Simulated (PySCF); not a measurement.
# Electronic absorption of CH7F2NSi2

Species: CH7F2NSi2.
SMILES: `[Si](F)([SiH2]C)(N)F`

Computed, not measured: TDDFT wB97X-D/def2-SVPD, vertical, gas phase, core orbitals frozen in the response (PySCF 2.14.0, density-fitted response routines). The structure is a single GFN2-xTB conformer in the gas phase; no vibrational or solvent corrections. Torsions of this conformer, `[CH3:1][SiH2:2][Si:3]([NH2:4])([F:5])[F:6]`: C1–Si2–Si3–N4 -63°, H–N4–Si3–Si2 -48°, H–N4–Si3–Si2 163°.

```
state  E (eV)  E (kJ/mol)  λ (nm)      f  main configurations (H = HOMO, L = LUMO)
   S1    6.99         674   177.4  0.017                    H→L+1 (58%), H→L (36%)
   S2    7.40         714   167.6  0.027       H→L (44%), H-1→L (21%), H→L+1 (18%)
   S3    7.66         739   161.8  0.102                               H-1→L (62%)
   S4    7.87         759   157.6  0.066                             H-1→L+1 (70%)
   S5    8.07         779   153.6  0.022                               H→L+2 (64%)
   S6    8.29         800   149.5  0.032    H-2→L (59%), H-3→L (19%), H-2→L+1 (8%)
   S7    8.53         823   145.4  0.076   H-3→L (37%), H-2→L (29%), H-2→L+1 (12%)
   S8    8.59         829   144.3  0.044                H-2→L+1 (59%), H-3→L (28%)
```

Triplets, Tamm–Dancoff:

```json
{"state": "T1", "E (eV)": "6.40", "λ (nm)": "193.9", "main configurations (H = HOMO, L = LUMO)": "H-1→L (55%), H→L (24%)"}
{"state": "T2", "E (eV)": "6.76", "λ (nm)": "183.3", "main configurations (H = HOMO, L = LUMO)": "H→L+1 (61%), H-1→L (20%)"}
{"state": "T3", "E (eV)": "6.93", "λ (nm)": "179.0", "main configurations (H = HOMO, L = LUMO)": "H-1→L+1 (46%), H→L (26%), H-1→L+2 (9%)"}
```

The lowest singlet comes at 177 nm (674 kJ/mol) in the vacuum ultraviolet; it is weak; its leading configuration is HOMO→LUMO+1 (58%). The strongest level in the table is S3 at 7.66 eV (162 nm, f = 0.102). Löwdin shares by element: HOMO nitrogen 67%, hydrogen 13% or more, silicon 9% or more; LUMO silicon 52%, carbon 10%, hydrogen 10% or more (atoms not listed hold the other 28%). Orbital energies (eV): HOMO-3 -11.72, HOMO-2 -11.47, HOMO-1 -10.75, HOMO -10.21, LUMO 1.42, LUMO+1 1.59, LUMO+2 2.14. The oscillator strengths of these states sum to 0.385; summed over the whole spectrum of an exact calculation they would give the number of electrons, 66 (Thomas–Reiche–Kuhn). Of the 8 states listed, 8 reach f = 0.01 and none stays under 0.0005. The window holds the lowest 8 singlets.
